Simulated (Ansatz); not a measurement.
Geometry optimisation of Bi₃⁻.

```yaml
crystal:
  periodic: [false, false, false]
  atoms:
    - {symbol: Bi, position_ang: [-0.975080, -0.237040, 1.390150]}
    - {symbol: Bi, position_ang: [0.478720, -1.342650, -0.952400]}
    - {symbol: Bi, position_ang: [0.496350, 1.579690, -0.437740]}
basis:
  gaussian: {orbitals: def2-SVPD}
total_charge: -1
hamiltonian: {xc: r2scan, dispersion: d4}
scf: {omitted_lower_state_checks: [starts]}
output: {orbitals: {seedname: orbitals}}
relax: {f_tol: 0.02, max_steps: 100}
```

```sh
$ ansatz run in.yaml --threads 4 --pin off --events-out ev --progress --plain --max-ram 3916MiB
```

Shortened log:

```
Functional definition: r2SCAN
mean field -17532.78322996 eV, -644.3178995536 hartree, gradient 1.0e-5 eV, S^2 0.000000; 0 other end points of the search recorded, 0 dependent functions left out
relax step   1: F+E_penalty+E_count = -17532.81022704 eV  Δ(F+E_penalty+E_count) = +0.000e0 eV  max|allowed force component| = 1.273e0 eV/Å  Δτ_max = 0.0000 Å  (58 SCF iters, accepted)
mean field -17533.04367904 eV, -644.3274708810 hartree, gradient 2.6e-5 eV, S^2 0.000000; 0 other end points of the search recorded, 0 dependent functions left out
relax step   2: F+E_penalty+E_count = -17533.07066514 eV  Δ(F+E_penalty+E_count) = -2.604e-1 eV  max|allowed force component| = 6.281e-1 eV/Å  Δτ_max = 0.1950 Å  (36 SCF iters, accepted)
mean field -17533.06514516 eV, -644.3282597461 hartree, gradient 2.1e-5 eV, S^2 0.000000; 0 other end points of the search recorded, 0 dependent functions left out
relax step   3: F+E_penalty+E_count = -17533.09212656 eV  Δ(F+E_penalty+E_count) = -2.146e-2 eV  max|allowed force component| = 3.463e-2 eV/Å  Δτ_max = 0.0461 Å  (32 SCF iters, accepted)
mean field -17533.06531234 eV, -644.3282658899 hartree, gradient 2.2e-5 eV, S^2 0.000000; 0 other end points of the search recorded, 0 dependent functions left out
relax step   4: F+E_penalty+E_count = -17533.09229520 eV  Δ(F+E_penalty+E_count) = -1.686e-4 eV  max|allowed force component| = 6.984e-3 eV/Å  Δτ_max = 0.0038 Å  (33 SCF iters, accepted)
mean field -17533.06531234 eV, -644.3282658899 hartree, gradient 2.3e-5 eV, S^2 0.000000; 0 other end points of the search recorded, 0 dependent functions left out
Total energy: -17533.09230377 eV, -644.3292578069 hartree
Atom 0 at    -1.022549    -0.116049     1.482342 Å, force     0.004666    -0.000662    -0.006984 eV/Å
Atom 1 at     0.569248    -1.326764    -1.082597 Å, force    -0.003200     0.005277     0.005682 eV/Å
Atom 2 at     0.453291     1.442813    -0.399735 Å, force    -0.001466    -0.004615     0.001302 eV/Å
Dipole moment:     0.077174     0.245631    -0.068059 e Å
Checks for a lower state left out: starts
```

It took 18 s on 4 threads of Arm Neoverse N1 on a shared host.

In the def2 sets Bi takes a core potential; there is no spin–orbit coupling. The restricted singlet is unstable towards broken spin symmetry at other levels; at r2SCAN-D4/def2-SVPD this wasn't settled. The highest occupied level of the charge -1 singlet lies above zero (up to 0.72 eV). The electron is either unbound and held by the finite basis, or the level is raised by self-interaction error. At r2SCAN-D4/def2-SVPD a triplet of charge -1 lies 0.56 eV below the restricted singlet, each at its own geometry. The structure comes from a short search, and lower isomers may exist.
